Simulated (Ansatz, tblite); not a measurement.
Cost and result up the ladder for Ge3Se3 (the lowest singlet isomer of a short search) (6 atoms). The state is a singlet with charge 0. Geometry: PBE0-D4/def2-SVP.

```xyz
6

Ge   -1.0065   -0.6003    1.1024
Ge    2.2974   -0.9160    0.0633
Ge   -0.2648    1.1071   -1.1372
Se   -2.4190    0.9639   -0.0661
Se    0.2393   -1.4986   -1.0636
Se    1.1536    0.9439    1.1012
```

Ansatz on 4 threads of Arm Neoverse V2 on a shared host; xTB runs through tblite on one thread. Times are rough, summed over both states, and most runs start from the orbitals of an earlier one. ωB97X-V/def2-TZVP serves as the yardstick here, not as an exact answer. Differences are given only for rows in sets of like size (and for xTB, whose basis is part of the method), since another set adds its own error. The other state is a triplet at its own geometry, which has other bonds, so the gap mixes isomer and spin.

The xTB rows come from tblite. B3LYP takes the VWN-RPA correlation. The structure comes from a short search, and lower isomers may exist.

xTB has no spin-polarisation term.

```json
{"level": "HF/STO-3G", "functions": "108", "triplet − singlet (eV)": "0.86", "difference from ωB97X-V/def2-TZVP (eV)": "–"}
{"level": "GFN2-xTB", "functions": "54", "triplet − singlet (eV)": "2.12", "difference from ωB97X-V/def2-TZVP (eV)": "0.79"}
{"level": "ωB97X-V/def2-TZVP", "functions": "288", "triplet − singlet (eV)": "1.33", "difference from ωB97X-V/def2-TZVP (eV)": "0.00"}
{"level": "PBE0-D4/def2-TZVP", "functions": "288", "triplet − singlet (eV)": "1.26", "difference from ωB97X-V/def2-TZVP (eV)": "-0.07"}
{"level": "GFN1-xTB", "functions": "54", "triplet − singlet (eV)": "1.64", "difference from ωB97X-V/def2-TZVP (eV)": "0.31"}
{"level": "B3LYP-D4/def2-TZVP", "functions": "288", "triplet − singlet (eV)": "1.40", "difference from ωB97X-V/def2-TZVP (eV)": "0.07"}
{"level": "PBE-D4/def2-TZVP (with forces)", "functions": "288", "triplet − singlet (eV)": "1.34", "difference from ωB97X-V/def2-TZVP (eV)": "0.01"}
{"level": "r2SCAN-D4/def2-TZVP", "functions": "288", "triplet − singlet (eV)": "1.22", "difference from ωB97X-V/def2-TZVP (eV)": "-0.11"}
```

Task: Estimate how long each takes.

Result: GFN1-xTB 0.014 s; GFN2-xTB 0.018 s; HF/STO-3G 5.2 s; PBE-D4/def2-TZVP (with forces) 21 s; r2SCAN-D4/def2-TZVP 44 s; B3LYP-D4/def2-TZVP 45 s; PBE0-D4/def2-TZVP 52 s; ωB97X-V/def2-TZVP 96 s. On shared hardware such times vary by a factor of up to 3.
